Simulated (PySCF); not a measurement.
SeCl3, SMILES Cl[Se](Cl)Cl, multiplicity 2.

Geometry optimised at ωB97X-D3(BJ)/def2-SVP. The spin state was assumed, not searched. The isomer is the one that the SMILES or the coordinates give; other isomers of the formula were not compared.

Computed with TDA-LC-ωPBE/def2-SVPD (PySCF).

Vertical excitations. 

Computed UV-visible absorptions:
| state | energy (eV) | λ (nm) | f | main pairs |
|---|---|---|---|---|
| root 1 | 2.48 | 500 | 0.004 | β HOMO→LUMO 94 % |
| root 2 | 2.76 | 450 | 0.000 | α HOMO→LUMO 87 % |
| root 3 | 3.23 | 384 | 0.003 | α HOMO→LUMO+1 5 %, β HOMO−1→LUMO 86 % |
| root 4 | 3.28 | 378 | 0.005 | α HOMO→LUMO+1 20 %, β HOMO−2→LUMO 68 % |
| root 5 | 3.40 | 364 | 0.002 | β HOMO−3→LUMO 80 % |
| root 6 | 3.71 | 334 | 0.033 | α HOMO→LUMO+1 67 %, β HOMO−2→LUMO 17 %, β HOMO→LUMO+2 5 % |
| root 7 | 3.91 | 317 | 0.009 | β HOMO−4→LUMO 73 % |
| root 8 | 4.07 | 304 | 0.000 | α HOMO−1→LUMO 18 %, β HOMO→LUMO+1 60 % |
| root 9 | 4.43 | 280 | 0.007 | α HOMO−1→LUMO+1 27 %, α HOMO−2→LUMO 16 %, α HOMO−6→LUMO 5 %, β HOMO→LUMO+2 18 %, β HOMO−5→LUMO 15 %, β HOMO−1→LUMO+1 5 % |
| root 10 | 4.56 | 272 | 0.003 | α HOMO−2→LUMO 31 %, α HOMO−1→LUMO+1 18 %, α HOMO−6→LUMO 10 %, β HOMO−1→LUMO+1 14 %, β HOMO→LUMO+2 9 %, β HOMO−5→LUMO+1 5 % |
Unrestricted roots are not spin-pure.
